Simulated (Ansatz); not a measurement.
Reaction (redistribution): `[OH][Hf]([OH])([OH])[OH]` + `[NH2][Nb](=[O])([OH])[F]` → `[OH][Hf]([OH])([OH])[F]` + `[NH2][Nb](=[O])([OH])[OH]`

Isolated molecules relaxed with PBE0-D4/def2-TZVP in Ansatz; ΔE leaves out vibrations. CCSD(T)/CBS adds triple-zeta CCSD(T) − MP2 to the extrapolated MP2 energy (def2 sets, frozen cores). DFT in def2-TZVPP. B3LYP here is the variant with VWN-RPA as its local correlation; programs differ in this. HSE06 is defined as in plane-wave codes. def2 core potentials past Kr. For Hf, Nb outer-core shells are correlated without core-valence functions, which leaves a few kJ/mol of doubt a bond. One conformer a species, not always the lowest.

| level | ΔE (kJ/mol) | difference from CCSD(T)/CBS |
| --- | --- | --- |
| LDA (SPW92) | 5.1 | 0.8 |
| revPBE-D4 | 3.8 | -0.5 |
| B97M-V | 5.7 | 1.4 |
| B3LYP-D4 | 4.9 | 0.6 |
| r2SCAN0-D4 | 5.5 | 1.2 |
| CAM-B3LYP-D4 | 5.8 | 1.5 |
| ωB97X-V | 6.3 | 2.0 |
| r2SCAN | 5.6 | 1.3 |
| PBE0 | 5.4 | 1.1 |
| HSE06 | 5.3 | 1.0 |
| CCSD/def2-SVP | 6.0 | 1.7 |
| HF/def2-TZVPP | 6.1 | 1.8 |
| MP2/def2-TZVPP | 5.7 | 1.4 |
| MP2/def2-QZVPP | 4.6 | 0.3 |
| MP2/CBS(def2) | 4.0 | -0.3 |
| CCSD/CBS(def2) | 4.6 | 0.3 |
| CCSD(T)/CBS | 4.3 | 0 |

Largest T1 diagnostic among the species: 0.022, so the coupled-cluster value is less sure than usual.

Leaving LDA and LC-ωPBE aside and taking each functional with its dispersion term where it has one, the values spread over 2.5 kJ/mol, from revPBE-D4 to ωB97X-V.
